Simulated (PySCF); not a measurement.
Compound: [CrO4]2- (charge -2 and singlet state).
SMILES: `[O]=[Cr-2](=[O])(=[O])=[O]`

The calculation used PBE0-D3(BJ)/def2-SVP geometry optimisation, gas phase in PySCF 2.14.0.

Take the most abundant isotopes and a rigid rotor. 

**Question.** Give the principal moments of inertia and the rotational constants in GHz.

**Answer.** Ia = 112.56, Ib = 112.60, Ic = 112.78 u·Å²; 505379 MHz·u·Å²/I gives 4490, 4488 and 4481 MHz, that is A = 4.4897, B = 4.4883, C = 4.4811 GHz.

**Question.** Classify the top.

**Answer.** A spherical top, as the point group Td requires three equal moments; the computed ones differ by 0.19 % because the geometry is symmetric only within the optimiser's tolerance.

The point group Td allows no dipole (computed: 0.01 D (about the centre of mass, as the species is charged)), so a rigid rotor has no electric-dipole lines.

No PBE0-D3(BJ)/def2-SVP frequencies stand behind this structure, so it isn't proved a minimum. Whether so highly charged an anion holds all its electrons in the gas phase wasn't checked; a finite basis holds them in any case. The ion is multiply charged and computed without counter-ions or solvent. The geometry's basis has no diffuse functions, a weakness for an anion. Constants of a rigid frame at the computed geometry: no zero-point averaging, no centrifugal distortion.

Rough CPU time on one thread of a shared machine: about 7 s. This is the geometry optimisation.
The closed-shell solution of the metal species wasn't tested for stability.
